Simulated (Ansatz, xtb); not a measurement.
H2S2Se: which of two conformers lies lower

We compare I, `S[Se]S`, a singlet, with II, `S[Se]S`, a singlet. Both are isolated molecules in the gas phase, relaxed with PBE0-D4/def2-TZVP.

I (Å):

```xyz
5

S     0.2483   -2.0585    0.2268
S     0.3476    1.3799    0.7638
Se   -0.8260   -0.4164    1.1968
H    -0.3636   -1.9903   -0.9697
H    -0.2566    1.7142   -0.3912
```

II (Å):

```xyz
5

S    -0.3252    1.5985   -4.3213
S    -0.0780    1.4060   -0.8519
Se   -0.0174    0.1918   -2.6724
H     0.9587    1.9648   -4.4872
H    -1.4099    1.3814   -0.6635
```

Q: Which of the two would you expect CCSD(T)/def2-TZVPP electronic energies to favour?

A: Too close to call at this level: CCSD(T)/def2-TZVPP gives E(II) − E(I) = −0.15 kcal/mol.

Level by level:

```json
{"level": "PBE0-D4/def2-TZVP", "geometry": "PBE0-D4/def2-TZVP", "E(II) − E(I) (kcal/mol)": "−0.16", "departure from the last row (kcal/mol)": "−0.01", "job, with rough time for the two": "optimisation, 74 s"}
{"level": "HF/def2-TZVPP", "geometry": "PBE0-D4/def2-TZVP", "E(II) − E(I) (kcal/mol)": "−0.20", "departure from the last row (kcal/mol)": "−0.05", "job, with rough time for the two": "part of the CCSD(T) run"}
{"level": "MP2/def2-TZVPP", "geometry": "PBE0-D4/def2-TZVP", "E(II) − E(I) (kcal/mol)": "−0.16", "departure from the last row (kcal/mol)": "−0.01", "job, with rough time for the two": "part of the CCSD(T) run"}
{"level": "CCSD(T)/def2-TZVPP", "geometry": "PBE0-D4/def2-TZVP", "E(II) − E(I) (kcal/mol)": "−0.15", "departure from the last row (kcal/mol)": "", "job, with rough time for the two": "single point, 2.3 min"}
```

The largest departure from CCSD(T)/def2-TZVPP is that of HF/def2-TZVPP, 0.05 kcal/mol. Levels run at GFN2-xTB geometries aren't shown.

With harmonic frequencies from PBE0-D4/def2-TZVP (ideal gas, rigid rotor, one conformer each, 298.15 K, 1 atm): the zero-point term adds −0.01 kcal/mol; ΔH is −0.15 and ΔG +0.24 kcal/mol.

The correlated steps freeze 19 core orbitals; the filled d shell of Se is correlated, in a basis made for valence electrons. Mirror images aren't counted in ΔG. Codes used: Ansatz 0.2.0; the last row on 2 threads of AMD EPYC (Zen 3) on a shared host.
